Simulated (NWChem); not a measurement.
System: HSeOCl; SMILES O[Se]Cl

```xyz
4

Se     0.4126     0.4706     0.0041
Cl    -0.1920    -1.6345     0.0079
O     -1.1584     1.3032     0.0702
H     -1.4970     1.3622    -0.8347
```
Atoms are numbered in this order, from 1.

Computed with NWChem. Medium grid unless said otherwise, to which SCAN and Minnesota functionals are sensitive. Coordinates come from a PBE0/def2-SVP optimisation. Hybrids' shares of exact exchange are those that their runs print; pure functionals count as 0. The functionals differ in more than this share.

| row | share of exact exchange | highest occupied level (eV) |
|---|---|---|
| PBE/def2-TZVP | 0.00 | -5.56 |
| OLYP/def2-TZVP | 0.00 | -5.42 |
| B3LYP/def2-TZVP | 0.20 | withheld |
| r2SCAN0/def2-TZVP | 0.25 | -7.02 |
| M06/def2-TZVP | 0.27 | -6.83 |
| M05-2X/def2-TZVP | 0.56 | -8.20 |

Q: Fit a straight line of the last column on the one before it, predict the withheld value, and compare with the run.

A: 
1. Means of the 5 shown rows: x = 0.216, y = -6.606. Slope Σ(x − x̄)(y − ȳ)/Σ(x − x̄)² = -1.057/0.2157 = -4.898; intercept -5.548.
2. The shown rows scatter about the line by 0.132 (root mean square); the largest residual is -0.25, at r2SCAN0/def2-TZVP.
3. At x = 0.20 (B3LYP/def2-TZVP; inside the shown range) the line gives -6.53.
4. The run gives -6.61, -0.08 from the line, 0.6 times the scatter.
